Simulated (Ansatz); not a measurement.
Reaction (cleavage of the Si–Si bond): `O[SiH]([SiH3])CCl` + `NC(O)(O)F` → `OC(O)(F)N[SiH3]` + `O[SiH2]CCl`

Program: Ansatz. Geometries: PBE0-D4/def2-TZVP. ΔE: electronic, gas phase. CCSD(T)/CBS is the MP2 limit (def2-TZVPP, def2-QZVPP) plus CCSD(T) − MP2 in def2-TZVPP, frozen cores. DFT in def2-TZVPP. B3LYP here is the variant with VWN-RPA as its local correlation; programs differ in this. One conformer a species, not always the lowest.

```tsv
level	ΔE (kJ/mol)	difference from CCSD(T)/CBS
PBE-D4	-24.6	21.8
r2SCAN-D4	-39.1	7.3
PBE0-D4	-30.9	15.5
B3LYP-D4	-43.5	2.9
ωB97X-V	-44.2	2.2
ωB97M-V	-50.1	-3.7
PBE	-24.3	22.1
r2SCAN	-39.2	7.2
PBE0	-30.8	15.6
HF/def2-TZVPP	-60.0	-13.6
SCS-MP2/def2-TZVPP	-56.8	-10.4
CCSD/def2-TZVPP	-48.1	-1.7
HF/def2-QZVPP	-61.5	-15.1
MP2/def2-QZVPP	-55.3	-8.9
HF/CBS(def2)	-61.8	-15.4
CCSD/CBS(def2)	-48.3	-1.9
CCSD(T)/CBS	-46.4	0
```

Largest T1 diagnostic among the species: 0.011.

From PBE to PBE0 (25 % exact exchange), in def2-TZVPP and without D4, ΔE moves by −6.5 kJ/mol. In def2-TZVPP, CCSD(T) changes the Hartree–Fock value by +13.8 kJ/mol (the triples alone add +1.9 kJ/mol) and MP2 by +5.3 kJ/mol.
